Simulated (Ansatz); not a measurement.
CH$_{5}$Cl$_{2}$NSi, SMILES `C[Si](N)(Cl)Cl` at its PBE0-D4/def2-TZVP geometry, where that method's forces vanish. Charge 0, multiplicity 1.

```tsv
atom	x (Å)	y (Å)	z (Å)
C1	-0.129	-0.157	1.415
Si2	0.214	0.451	-0.293
N3	-0.403	-0.607	-1.469
Cl4	-0.671	2.266	-0.638
Cl5	2.252	0.761	-0.445
H6	0.333	-1.135	1.568
H7	-1.206	-0.248	1.572
H8	0.282	0.532	2.154
H9	-0.525	-0.282	-2.415
H10	-0.148	-1.582	-1.447
```

For each bond, give half the difference of the two atoms' forces along it (eV/Å; positive pushes the atoms apart) under PBE-D4, r2SCAN-D4, B3LYP-D4, ωB97M-V in def2-TZVPP. (An estimate is asked.)

Ansatz gave: 
```
   bond  length (Å)  PBE-D4  r2SCAN-D4  B3LYP-D4  ωB97M-V
 C1–Si2       1.845   -0.04      -0.03      0.02    -0.04
  C1–H6       1.093    0.10       0.00     -0.05    -0.04
  C1–H7       1.092    0.09      -0.01     -0.05    -0.04
  C1–H8       1.091    0.11      -0.01     -0.05    -0.04
 Si2–N3       1.698    0.10       0.00      0.03     0.05
Si2–Cl4       2.049    0.16       0.05      0.15     0.04
Si2–Cl5       2.066    0.14       0.06      0.15     0.03
  N3–H9       1.008    0.19       0.02     -0.02    -0.02
 N3–H10       1.008    0.18       0.02     -0.03    -0.03
```

B3LYP here is the variant with VWN-RPA as its local correlation; programs differ in this.
